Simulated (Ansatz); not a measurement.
Basis sets compared for Se(SiH3)2 (Si₂H₆Se). Total charge 0; singlet. Geometry PBE0-D4/def2-SVP. Ansatz on 4 threads of Arm Neoverse V1 on a shared host; times are rough, and most runs start from earlier orbitals.

Cartesian coordinates in Å:
```
Se 0.1804 0.9089 -1.2803
Si 0.3735 -1.3459 -0.9531
H 1.4106 -1.6480 0.0781
H 0.7770 -1.9214 -2.2672
H -0.9256 -1.9369 -0.5133
Si -0.3637 1.3948 0.8866
H -0.5937 2.8663 0.9396
H 0.7436 1.0152 1.8142
H -1.6022 0.6670 1.2953
```

The 6-31G sets use Cartesian d functions. B3LYP takes the VWN-RPA correlation.

Binding counts from free atoms (Se triplet, Si triplet, H doublet) in the same basis, without a counterpoise term.

```tsv
level	functions	energy (Eh)	HOMO (eV)	LUMO (eV)	binding per atom (eV)	wall time
HF/STO-3G	42	-2948.3076	-6.73	9.26	3.17	0.15 s
HF/6-31G	67	-2980.7288	-9.53	2.48	1.83	0.4 s
HF/def2-TZVP	158	-2981.2683	-9.60	2.77	2.24	1.1 s
PBE-D4/def2-SVP	98	-2983.0292	-5.88	-0.94	2.90	0.85 s
PBE-D4/def2-TZVP	158	-2983.5321	-6.00	-1.21	2.91	1.5 s
r2SCAN-D4/def2-TZVP (with forces)	158	-2984.1348	-6.28	-0.84	2.96	3.7 s
B3LYP-D4/6-31G	67	-2983.7885	-6.66	-0.63	2.66	0.9 s
B3LYP-D4/def2-TZVP	158	-2984.2982	-6.87	-0.56	2.95	2.2 s
PBE0-D4/def2-SVP	98	-2983.1736	-7.04	-0.10	2.89	1.1 s
PBE0-D4/def2-TZVP	158	-2983.6740	-7.11	-0.36	2.91	2.1 s
```

**Question.** Estimate the rows for PBE-D4/def2-TZVPD, r2SCAN-D4/def2-TZVPD, PBE0-D4/def2-TZVPD.

**Answer.** 
```
               level  functions  energy (Eh)  HOMO (eV)  LUMO (eV)  binding per atom (eV)  wall time
   PBE-D4/def2-TZVPD        197   -2983.5331      -6.03      -1.35                   2.91      2.3 s
r2SCAN-D4/def2-TZVPD        197   -2984.1356      -6.28      -0.94                   2.96      4.8 s
  PBE0-D4/def2-TZVPD        197   -2983.6748      -7.13      -0.56                   2.92      3.3 s
```
